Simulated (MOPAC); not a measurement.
MOPAC input (AM1):

```
AM1 PRECISE GNORM=0.05 LET XYZ CHARGE=1 GEO-OK AUX(PRECISION=9) THREADS=1
C2H11OSi2

C    -2.41210200 1    0.78899600 1   -0.93506300 1
Si   -1.36423700 1   -0.65311500 1   -0.48207700 1
O    -0.21556600 1   -0.09084900 1    0.78216000 1
Si    1.58523700 1   -0.23242500 1    0.79625900 1
C     2.22168100 1    0.95282100 1   -0.45773100 1
H    -1.81595200 1    1.61715200 1   -1.32085400 1
H    -3.00676800 1    1.14090200 1   -0.08957000 1
H    -3.11209600 1    0.48526800 1   -1.71881800 1
H    -2.05869100 1   -1.76829100 1    0.17527600 1
H    -0.38195000 1   -1.08773200 1   -1.48515600 1
H    -0.60339800 1    0.24420000 1    1.60461000 1
H     1.77950300 1   -1.65422700 1    0.48528500 1
H     1.84434800 1    0.10731800 1    2.20277500 1
H     1.87806300 1    0.70447400 1   -1.46321000 1
H     3.31452300 1    0.90493700 1   -0.46514500 1
H     1.93546800 1    1.97945500 1   -0.22425400 1
```

From the output:

```
                                                       MOPAC v23.2.5 Linux

          FINAL HEAT OF FORMATION =         50.24060 KCAL/MOL =     210.20666 KJ/MOL

          COSMO AREA              =        164.40 SQUARE ANGSTROMS
          COSMO VOLUME            =        160.90 CUBIC ANGSTROMS

          GRADIENT NORM           =          0.03149          =       0.00787 PER ATOM
          IONIZATION POTENTIAL    =         15.905507 EV
          HOMO LUMO ENERGIES (EV) =        -15.906 -5.426
          NO. OF FILLED LEVELS    =         16
          MOLECULAR WEIGHT        =        107.2793         POINT GROUP:  C2

          MOLECULAR DIMENSIONS (Angstroms)

            Atom       Atom       Distance
            H    15    H     8     7.68137
            H     9    H     6     3.58427
            H     7    H    10     3.40012

          SCF CALCULATIONS        =        223

   ATOM   CHEMICAL          X               Y               Z
  NUMBER   SYMBOL      (ANGSTROMS)     (ANGSTROMS)     (ANGSTROMS)

     1       C         -2.72571989  *   0.61352485  *  -0.79533253  *
     2      Si         -1.69099402  *  -0.71222321  *  -0.28720717  *
     3       O         -0.01836500  *   0.12519749  *  -0.07468487  *
     4      Si          1.69319326  *  -0.35851455  *   0.54233844  *
     5       C          2.64765448  *   1.07613008  *   0.19992589  *
     6       H         -2.39048547  *   1.09587961  *  -1.74805405  *
     7       H         -2.80709075  *   1.42935771  *  -0.03340696  *
     8       H         -3.78183697  *   0.27761321  *  -0.98691490  *
     9       H         -1.89875918  *  -1.24933235  *   1.04052673  *
    10       H         -1.37506442  *  -1.72021112  *  -1.27648264  *
    11       H         -0.04549487  *   1.04607243  *  -0.35664436  *
    12       H          1.94958929  *  -1.53669696  *  -0.25811116  *
    13       H          1.41674165  *  -0.65197989  *   1.93228538  *
    14       H          2.68841881  *   1.33146250  *  -0.88904713  *
    15       H          3.71963162  *   0.95827528  *   0.51910790  *
    16       H          2.27884587  *   1.98992236  *   0.73060719  *

                             CARTESIAN COORDINATES

   1    C       -2.725719890     0.613524853    -0.795332528
   2   Si       -1.690994017    -0.712223206    -0.287207168
   3    O       -0.018365001     0.125197489    -0.074684870
   4   Si        1.693193256    -0.358514548     0.542338440
   5    C        2.647654476     1.076130075     0.199925893
   6    H       -2.390485471     1.095879609    -1.748054052
   7    H       -2.807090745     1.429357713    -0.033406962
   8    H       -3.781836973     0.277613215    -0.986914899
   9    H       -1.898759181    -1.249332348     1.040526730
  10    H       -1.375064420    -1.720211115    -1.276482642
  11    H       -0.045494873     1.046072432    -0.356644363
  12    H        1.949589287    -1.536696964    -0.258111160
  13    H        1.416741653    -0.651979886     1.932285383
  14    H        2.688418805     1.331462500    -0.889047134
  15    H        3.719631616     0.958275281     0.519107898
  16    H        2.278845869     1.989922356     0.730607195

           Empirical Formula: C2 H11 O Si2  =    16 atoms

      MOLECULAR POINT GROUP   :   C2

                  EIGENVALUES
 -42.72193 -33.36525 -33.30834 -24.41233 -22.98867 -20.56728 -19.51175 -19.12200
 -18.44970 -18.03266 -17.76911 -17.18803 -16.68599 -16.57340 -16.08931 -15.90551
  -5.42558  -3.68247  -2.81058  -2.77912  -2.72089  -2.67881  -2.48354  -2.33806
  -0.36190   0.01370   0.01466   0.07855   0.08068   1.10625   1.11023

              NET ATOMIC CHARGES AND DIPOLE CONTRIBUTIONS

  ATOM NO.   TYPE          CHARGE      No. of ELECS.   s-Pop       p-Pop
    1          C          -0.662193        4.6622     1.27147     3.39072
    2         Si           1.281633        2.7184     0.84163     1.87674
    3          O          -0.626991        6.6270     1.78745     4.83954
    4         Si           1.281627        2.7184     0.84163     1.87675
    5          C          -0.662202        4.6622     1.27147     3.39074
    6          H           0.130059        0.8699     0.86994
    7          H           0.131574        0.8684     0.86843
    8          H           0.159693        0.8403     0.84031
    9          H          -0.187483        1.1875     1.18748
   10          H          -0.188604        1.1886     1.18860
   11          H           0.297636        0.7024     0.70236
   12          H          -0.187494        1.1875     1.18749
   13          H          -0.188584        1.1886     1.18858
   14          H           0.131444        0.8686     0.86856
   15          H           0.159697        0.8403     0.84030
   16          H           0.130187        0.8698     0.86981
 DIPOLE           X         Y         Z       TOTAL
 POINT-CHG.     0.039    -1.354     0.417     1.418
 HYBRID        -0.059     2.034    -0.626     2.129
 SUM           -0.020     0.680    -0.209     0.711

          ATOMIC ORBITAL ELECTRON POPULATIONS

     Atom    s        px        py        pz
    1  C   1.27147   1.14622   1.13871   1.10579
    2 Si   0.84163   0.43084   0.66829   0.77761
    3  O   1.78745   1.56996   1.37814   1.89144
    4 Si   0.84163   0.41955   0.71462   0.74258
    5  C   1.27147   1.14244   1.14537   1.10292
    6  H   0.86994
    7  H   0.86843
    8  H   0.84031
    9  H   1.18748
   10  H   1.18860
   11  H   0.70236
   12  H   1.18749
   13  H   1.18858
   14  H   0.86856
   15  H   0.84030
   16  H   0.86981

 **********************
 *                    *
 * JOB ENDED NORMALLY *
 *                    *
 **********************

 == MOPAC DONE ==
```

The dipole moment of an ion depends on the origin.

The geometry given is a B3LYP-D3(BJ)/def2-TZVP minimum.
